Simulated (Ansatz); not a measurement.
Kohn–Sham single points on `[F][Al][O][SiH3]` radical.

```yaml
crystal:
  periodic: [false, false, false]
  atoms:
    - {symbol: F, position_ang: [0.517817, -2.976024, 1.402842]}
    - {symbol: Al, position_ang: [-0.540554, -2.112020, 0.475728]}
    - {symbol: O, position_ang: [-0.204650, -0.519245, 0.077866]}
    - {symbol: Si, position_ang: [0.020510, 1.024909, -0.391391]}
    - {symbol: H, position_ang: [-0.686661, 1.276249, -1.674842]}
    - {symbol: H, position_ang: [-0.515380, 1.947202, 0.643295]}
    - {symbol: H, position_ang: [1.470218, 1.290830, -0.579099]}
basis:
  gaussian: {orbitals: def2-TZVPP}
magnetization: {spin_polarized: true, initial_magnetization: 1}
hamiltonian: {xc: lda}
output: {orbitals: {seedname: orbitals}}
```

```sh
$ ansatz run in.yaml --threads 2 --pin off --events-out ev --progress --plain
```

Output, abridged:

```
Functional definition: SPW92
1041 factors; their error is unknown
mean field evaluation 1: about -19190.3641 eV, gradient 5.6e1 eV
mean field evaluation 2: about -19092.6823 eV, gradient 1.5e2 eV
mean field evaluation 4: about -19199.2671 eV, gradient 2.3e1 eV
mean field evaluation 8: about -19200.7598 eV, gradient 2.5e-1 eV
mean field evaluation 16: about -19200.7401 eV, gradient 5.7e-5 eV
mean field -19200.74014650 eV, -705.6141856547 hartree, gradient 5.7e-5 eV, S^2 0.751070; 0 other end points of the search recorded, 0 dependent functions left out
reference -19200.74018766 eV, -705.6141871673 hartree; 24, 23 occupied and 164, 165 virtual orbitals, 1041 factors
Total energy: -19200.74018766 eV, -705.6141871673 hartree
```

Run time 0.95 s (2 threads of a server CPU on a shared host); peak host memory 0.25 GiB.

With the line `hamiltonian: {xc: r2scan, dispersion: d4}` and forces (abridged; 3.7 s):

```
Functional definition: r2SCAN
mean field evaluation 16: about -19289.9692 eV, gradient 1.3e-4 eV
mean field -19289.96924465 eV, -708.8932945299 hartree, gradient 2.9e-5 eV, S^2 0.752064
Total energy: -19290.00121511 eV, -708.8944694229 hartree
Atom 0 force     0.034817    -0.015072     0.026308 eV/Å
Atom 1 force    -0.061845    -0.057572    -0.014560 eV/Å
Atom 2 force     0.022785     0.017805     0.008157 eV/Å
Atom 3 force     0.003766     0.061379    -0.023218 eV/Å
Atom 4 force     0.019454     0.004445     0.028091 eV/Å
Atom 5 force     0.015611    -0.014042    -0.026985 eV/Å
Atom 6 force    -0.034588     0.003057     0.002207 eV/Å
Dipole moment:    -0.251417     0.049581    -0.162867 e Å
```

Changing it to `hamiltonian: {xc: {name: PBE-QIDH}}` (abridged; 3.2 s):

```
Functional definition: PBE-QIDH
mean field evaluation 16: about -19270.2246 eV, gradient 4.0e-4 eV
mean field -19270.22458663 eV, -708.1676917311 hartree, gradient 8.1e-6 eV, S^2 0.751316
12 core orbitals not correlated: weight in the atoms' cores, before any rotation towards them, 1.000 or more for the frozen orbitals, at most 0.000 for the correlated occupied ones
second order -20.16735978 eV of doubles, -0.00000000 eV of singles
Total energy: -19276.94705423 eV, -708.4147378589 hartree
```

Changing it to `hamiltonian: {xc: {name: wB97X-V}}` (abridged; 6 s):

```
Functional definition: wB97X-V
mean field evaluation 16: about -19289.3769 eV, gradient 6.9e-5 eV
mean field -19289.37691212 eV, -708.8715267110 hartree, gradient 6.9e-5 eV, S^2 0.750962
Total energy: -19289.37691100 eV, -708.8715266701 hartree
```

Changing it to `hamiltonian: {xc: {name: r2SCAN0}, dispersion: d4}` (abridged; 4.1 s):

```
Functional definition: r2SCAN0
mean field evaluation 16: about -19289.0722 eV, gradient 3.4e-5 eV
mean field -19289.07220001 eV, -708.8603287476 hartree, gradient 3.3e-5 eV, S^2 0.751593
Total energy: -19289.11093269 eV, -708.8617521473 hartree
```

The same input with `hamiltonian: {xc: {name: B97M-V}}` (abridged; 6.5 s):

```
Functional definition: B97M-V
mean field evaluation 16: about -19288.1339 eV, gradient 1.2e-4 eV
mean field -19288.13386521 eV, -708.8258455798 hartree, gradient 8.1e-5 eV, S^2 0.751120
Total energy: -19288.13393298 eV, -708.8258480701 hartree
```
